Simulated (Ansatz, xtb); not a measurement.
**Two isomers of C5H10P2**

We compare I, `CC1=CCCP1P`, a singlet, with II, `CC1=CCP(P)C1`, a singlet. Both are isolated molecules in the gas phase, relaxed with B3LYP/def2-SVP; the shapes shown needn't be the lowest conformers.

I (Å):

```xyz
17

C    -2.0675   -0.6561    0.4062
C    -0.6230   -0.2528    0.3373
C     0.3794   -0.9764   -0.1929
C     1.7734   -0.4092   -0.1141
C     1.6414    1.0964    0.1908
P    -0.0447    1.3931    0.9821
P     0.4215    0.7080    3.1092
H    -2.7107    0.0683   -0.1218
H    -2.2295   -1.6505   -0.0384
H    -2.4275   -0.6904    1.4495
H     0.2095   -1.9652   -0.6363
H     2.3346   -0.9273    0.6873
H     2.3431   -0.5859   -1.0430
H     1.6360    1.6796   -0.7454
H     2.4586    1.4921    0.8132
H    -0.9474    0.4145    3.4036
H     0.3303    2.0121    3.6938
```

II (Å):

```xyz
17

C    -1.4498    0.8398   -0.7557
C    -0.2166    0.3798   -0.0320
C     0.5344   -0.6804   -0.3728
C     1.7629   -0.9706    0.4487
C     0.2762    1.1717    1.1618
P     1.6836    0.1828    1.9513
P     0.5854   -1.2138    3.3326
H    -1.6834    0.1970   -1.6175
H    -2.3255    0.8454   -0.0826
H    -1.3319    1.8753   -1.1216
H     0.2927   -1.3057   -1.2394
H     2.6878   -0.7565   -0.1191
H     1.8383   -2.0260    0.7627
H     0.2763   -0.2069    4.2983
H    -0.7088   -1.1646    2.7215
H    -0.5214    1.3805    1.8950
H     0.6637    2.1584    0.8428
```

Quicker runs give these differences E(II) − E(I): GFN2-xTB +0.064 eV; HF/STO-3G −0.024 eV (at GFN2-xTB geometries); r2SCAN-D4/def2-SVP −0.023 eV (at GFN2-xTB geometries).

Problem. Estimate which is lower in electronic energy at CCSD(T)/def2-SVP + ΔMP2/def2-TZVPP, and by roughly how much.

Solution. Too close to call at this level: CCSD(T)/def2-SVP + ΔMP2/def2-TZVPP gives E(II) − E(I) = −0.035 eV.

Level by level:

```json
{"level": "GFN2-xTB", "geometry": "GFN2-xTB", "E(II) − E(I) (eV)": "+0.064", "departure from the last row (eV)": "+0.099", "job, with rough time for the two": "optimisation, 0.27 s"}
{"level": "HF/STO-3G", "geometry": "GFN2-xTB", "E(II) − E(I) (eV)": "−0.024", "departure from the last row (eV)": "+0.011", "job, with rough time for the two": "single point, 0.48 s"}
{"level": "r2SCAN-D4/def2-SVP", "geometry": "GFN2-xTB", "E(II) − E(I) (eV)": "−0.023", "departure from the last row (eV)": "+0.011", "job, with rough time for the two": "single point, 4.8 s"}
{"level": "B3LYP/def2-SVP", "geometry": "B3LYP/def2-SVP", "E(II) − E(I) (eV)": "−0.030", "departure from the last row (eV)": "+0.005", "job, with rough time for the two": "optimisation, 79 s"}
{"level": "HF/def2-SVP", "geometry": "B3LYP/def2-SVP", "E(II) − E(I) (eV)": "−0.059", "departure from the last row (eV)": "−0.024", "job, with rough time for the two": "part of the CCSD(T) run"}
{"level": "MP2/def2-SVP", "geometry": "B3LYP/def2-SVP", "E(II) − E(I) (eV)": "−0.027", "departure from the last row (eV)": "+0.008", "job, with rough time for the two": "part of the CCSD(T) run"}
{"level": "CCSD(T)/def2-SVP", "geometry": "B3LYP/def2-SVP", "E(II) − E(I) (eV)": "−0.028", "departure from the last row (eV)": "+0.007", "job, with rough time for the two": "single point"}
{"level": "CCSD(T)/def2-SVP + ΔMP2/def2-TZVPP", "geometry": "B3LYP/def2-SVP", "E(II) − E(I) (eV)": "−0.035", "departure from the last row (eV)": "", "job, with rough time for the two": "single point, 89 s"}
```

As drawn, both hold the same kinds of bond in the same numbers.

The largest departure from CCSD(T)/def2-SVP + ΔMP2/def2-TZVPP is that of GFN2-xTB, 0.099 eV. The last row adds to CCSD(T) the change of the MP2 difference between the two basis sets, here −0.007 eV.

With thermal terms from frequencies at re-optimised GFN2-xTB minima (ideal gas, soft modes damped towards free rotors, one conformer each, 298.15 K, 1 atm): the zero-point term adds −0.013 eV; ΔH is −0.051 and ΔG −0.041 eV.

The correlated steps freeze 15 core orbitals. Programs: Ansatz 0.2.0, xtb 6.7.1; the last row on 4 threads of Arm Neoverse V1 on a shared host.
